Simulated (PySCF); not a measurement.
An element was calculated at PBE0 (PySCF 2.14, spin-free X2C, a double-zeta basis, no spin-orbit coupling), in the ground configurations that NIST lists.

- first ionisation energy: 6.048 eV
- second ionisation energy: 11.891 eV
- third ionisation energy: 22.796 eV

Question: Which element is it?

Answer: Erbium (Er, Z = 68), in cc-pVDZ-X2C. NIST lists 6.108, 11.916 ± 0.02, 22.7 ± 0.03 eV for these ionisation energies.
